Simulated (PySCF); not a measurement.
Gas-phase reaction: Sb(CH₃)₃ ⇌ SbH₃ + C₃H₆ (cyclic)

Energies from PySCF (xtb for GFN2), thermal terms from the rigid-rotor harmonic-oscillator model, ideal gas at 1 bar. † marks an energy on the PBE0/def2-TZVP geometry and frequencies; other levels use their own. CCSD(T) freezes the core. All species are closed-shell singlets. B3LYP is the form with VWN-RPA correlation. Sb: scalar-relativistic def2 core potential, no spin-orbit coupling. CCSD(T) isn't extrapolated to the basis-set limit. The harmonic model lacks anharmonicity and excited electronic states, which grow with temperature; levels with a mode under 35 cm⁻¹ are left out. Soft modes under 120 cm⁻¹ make the harmonic entropy rough for Sb(CH₃)₃.

| level | ΔE electronic, kJ | ΔH°(298 K), kJ | ΔS°(298 K), J/K | ΔG°(1800 K), kJ |
|---|---|---|---|---|
| B3LYP/def2-TZVP† | 163 | 141 | 112 | -33 |
| CCSD(T)/def2-SVP† | 140 | 118 | 112 | -55 |
| GFN2-xTB | 101 | 74 | 106 | -92 |
| HF/def2-TZVP† | 149 | 127 | 112 | -47 |
| PBE/def2-SVP | 146 | 123 | 109 | -46 |
| PBE/def2-TZVP† | 167 | 145 | 112 | -29 |
| PBE0/def2-SVP† | 146 | 124 | 112 | -50 |
| r2SCAN/def2-TZVP† | 179 | 157 | 112 | -17 |
| LDA/def2-TZVP† | 171 | 149 | 112 | -25 |
| ωB97M-V/def2-TZVP† | 177 | 155 | 112 | -19 |
ΔH° is lowest at GFN2-xTB and highest at r2SCAN/def2-TZVP†. No reference value is set beside these.
